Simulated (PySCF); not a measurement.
EPR parameters of C7H6N

Species: C₇H₆N (doublet state).
Cartesian coordinates in Å at the GFN2-xTB level; atoms count from 1:
```xyz
14
C7H6N angstrom
C      0.8812   -2.0543    0.3534
C      0.4406   -0.8306    0.2727
C      1.2513    0.2292   -0.1840
C      1.9196    1.1659   -0.5651
C      2.6750    2.2098   -0.9957
N      3.3074    3.0989   -1.3602
C     -0.9882   -0.4099    0.6434
C     -1.7516    0.0265   -0.5997
H      0.5107   -3.0063    0.6515
H     -0.9209    0.4151    1.3563
H     -1.4906   -1.2504    1.1240
H     -2.7624    0.3240   -0.3281
H     -1.2588    0.8702   -1.0782
H     -1.8139   -0.7888   -1.3174
```

The hyperfine couplings belong to this conformer and change with its torsions.

As a line formula: `[H]/[C]=C(/C#CC#N)CC` [radical].

Method: UKS B3LYP, pcH-1 on C H N, non-relativistic, mean-field spin-orbit, GIAO in PySCF. One conformer (not necessarily the lowest) at the GFN2-xTB geometry, without solvent, vibrations or thermal averaging. A GFN2-xTB geometry isn't a minimum of the functional, and hyperfine couplings can be far from their values at a DFT geometry. The SCF solution wasn't tested for stability.

```json
{
 "g1, g2, g3": "2.00172, 2.00216, 2.00262",
 "g_iso": "2.00217",
 "Form of g": "rhombic: the two nearest values differ by 49 % of g3 − g1",
 "⟨S²⟩": "0.7641 (exact 0.7500)",
 "α and β electrons": "28, 27",
 "HOMO–LUMO gap, α and β orbitals": "5.16, 4.37 eV",
 "Total energy": "-324.95127 Eh",
 "Basis functions": "260"
}
```

Isotropic coupling and dipolar principal values T1 to T3, in MHz; ρ(0) is the spin density at the nucleus:

```tsv
atom	isotope	a_iso	T1	T2	T3	Mulliken spin population	ρ(0) (bohr⁻³)
C1	13C	329.0	-86.4	-58.8	145.2	1.08	0.2927
C2	13C	-26.7	-21.5	2.3	19.3	-0.16	-0.0237
C3	13C	69.0	-3.7	0.4	3.3	0.06	0.0614
C4	13C	-0.3	-7.0	1.7	5.3	-0.05	-0.0003
C5	13C	4.2	-1.0	0.0	1.0	0.01	0.0038
N6	14N	-0.5	-1.5	0.4	1.1	-0.02	-0.0016
C7	13C	64.8	-8.7	-7.6	16.2	0.07	0.0576
C8	13C	-4.8	-0.6	-0.5	1.1	0.00	-0.0043
H9	1H	34.3	-33.4	-8.8	42.2	0.00	0.0077
H10	1H	2.9	-4.3	-1.1	5.4	0.00	0.0006
H11	1H	-2.5	-6.5	-1.6	8.1	0.00	-0.0006
H12	1H	7.5	-1.2	-0.7	1.8	0.00	0.0017
H13	1H	0.2	-1.4	-1.0	2.4	0.00	0.0000
H14	1H	2.1	-1.9	-1.3	3.2	0.00	0.0005
```

The largest Mulliken spin populations are on C1 (+1.08), C2 (-0.16), C7 (+0.07) and C3 (+0.06). No atom but C1 exceeds +0.15. The positive populations add up to 1.24 and the negative ones to -0.24, together 2S = 1.

Axes: g1 points within 8° of the C1–H9 bond and g2 points within 1° of the C2–C7 bond.

Under fast tumbling the dipolar parts average out, and these isotropic splittings remain: 1 × 1H (H9, I = 1/2, 2 lines) with 1.22 mT and 3 × 1H (H12/H13/H14, I = 1/2, 4 lines) with 0.12 mT.

Class means assume fast exchange of nuclei equivalent by connectivity; if that motion is slow, each nucleus keeps its own coupling. The three 1H nuclei of mean +3.3 MHz run from 0.2 to 7.5 MHz in the frozen geometry.

The 13C coupling of C1 (329.0 MHz) shows only in satellite lines or after enrichment, since that isotope makes up about 1.07 % of natural carbon.

Examples of negative spin density at the nucleus (bohr⁻³): C2 (-0.0237), C8 (-0.0043) and N6 (-0.0016).
